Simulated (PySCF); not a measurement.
Spinor energies of Fe³⁺ (iron, charge +3)

Start: [Ar] 3d4 4s1; 3d5/2 filled at m_j = -1/2, +1/2, +3/2, +5/2; 4s1/2 filled at m_j = +1/2. Calculated with PySCF 2.14 in x2c-SVPall-2c with one added diffuse shell each of s, d type (6s5p4d1f, 48 functions): generalised Hartree-Fock with the X2C-1e Hamiltonian and a Gaussian nucleus; one run each with spin-orbit coupling (SO) switched off, then screened by Boettger's factors. This is a chosen level, not necessarily the ground level.

```json
{"spinor shell": "1s1/2", "electrons": "2", "ε, spin-free (eV)": "-7226.8", "ε, screened SO (eV)": "-7226.8", "weight of nominal j (screened SO)": "1.000", "rms radius, screened SO (bohr)": "0.0676"}
{"spinor shell": "2s1/2", "electrons": "2", "ε, spin-free (eV)": "-936.95", "ε, screened SO (eV)": "-936.95", "weight of nominal j (screened SO)": "1.000", "rms radius, screened SO (bohr)": "0.288"}
{"spinor shell": "2p1/2", "electrons": "2", "ε, spin-free (eV)": "-803.00", "ε, screened SO (eV)": "-811.60", "weight of nominal j (screened SO)": "0.983", "rms radius, screened SO (bohr)": "0.258"}
{"spinor shell": "2p3/2", "electrons": "4", "ε, spin-free (eV)": "-803.00", "ε, screened SO (eV)": "-798.79", "weight of nominal j (screened SO)": "0.992", "rms radius, screened SO (bohr)": "0.261"}
{"spinor shell": "3s1/2", "electrons": "2", "ε, spin-free (eV)": "-164.37", "ε, screened SO (eV)": "-164.37", "weight of nominal j (screened SO)": "1.000", "rms radius, screened SO (bohr)": "0.864"}
{"spinor shell": "3p3/2", "electrons": "4", "ε, spin-free (eV)": "-122.74", "ε, screened SO (eV)": "-123.02", "weight of nominal j (screened SO)": "0.831", "rms radius, screened SO (bohr)": "0.921"}
{"spinor shell": "3p1/2", "electrons": "2", "ε, spin-free (eV)": "-122.74", "ε, screened SO (eV)": "-122.21", "weight of nominal j (screened SO)": "0.662", "rms radius, screened SO (bohr)": "0.919"}
{"spinor shell": "3d5/2", "electrons": "4", "ε, spin-free (eV)": "-67.299", "ε, screened SO (eV)": "-67.284", "weight of nominal j (screened SO)": "0.688", "rms radius, screened SO (bohr)": "1.01"}
{"spinor shell": "4s1/2", "electrons": "1", "ε, spin-free (eV)": "-36.714", "ε, screened SO (eV)": "-36.715", "weight of nominal j (screened SO)": "1.000", "rms radius, screened SO (bohr)": "2.81"}
```

| quantity | spin-free | screened SO |
| --- | --- | --- |
| E (hartree) | -1268.64057 | -1268.65207 |
| M_J | 9/2 | 9/2 |
| ⟨J²⟩ | 24.754 | 24.754 |
| ⟨L²⟩ | 6.004 | 6.010 |
| ⟨S²⟩ | 8.750 | 8.746 |

Each row is a mean over spinors that exchange with the open shell spreads, by up to 15.841 eV (3p3/2).

Rows whose weight is well below 1 are mixtures of j = l ± 1/2: exchange outweighs spin-orbit coupling there, and the label is only the starting occupation.

Without spin-orbit coupling the j labels of p, d and f shells carry no meaning; the spin-free column gives the mean over the occupied spinors of each nl shell.
